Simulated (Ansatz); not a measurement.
The cluster As₂Se. Total charge 0; singlet. Geometry PBE0-D4/def2-TZVP, basis def2-TZVP, Ansatz.

```xyz
3

As    0.0075   -0.0088    0.0137
As    0.8888   -1.0400    1.6126
Se   -0.8962    1.0488   -1.6262
```

| run | HOMO (eV) | LUMO (eV) |
| --- | --- | --- |
| A | -5.73 | -3.14 |
| B | -5.94 | -3.28 |
| C | -6.21 | -3.29 |
| D | -6.85 | -2.69 |

Another isomer (singlet) lies 0.80 eV lower at PBE0-D4/def2-TZVP; other spin states weren't run for this one.

Problem. The runs used BLYP, PBE, PBE0, r2SCAN. Estimate which is which.

Solution. A BLYP (0 % exact exchange); B PBE (0 % exact exchange); C r2SCAN (0 % exact exchange); D PBE0 (25 % exact exchange). Exact exchange lowers occupied and raises empty levels; among semilocal functionals meta-GGAs tend to open the gap a little, and such runs are hard to tell apart. The gap grows from 2.58 eV (BLYP) to 4.16 eV (PBE0). The restricted singlet is unstable towards broken spin symmetry in Hartree–Fock (as tested in another run); at BLYP-D4/def2-TZVP, PBE-D4/def2-TZVP, r2SCAN-D4/def2-TZVP, PBE0-D4/def2-TZVP this wasn't settled.
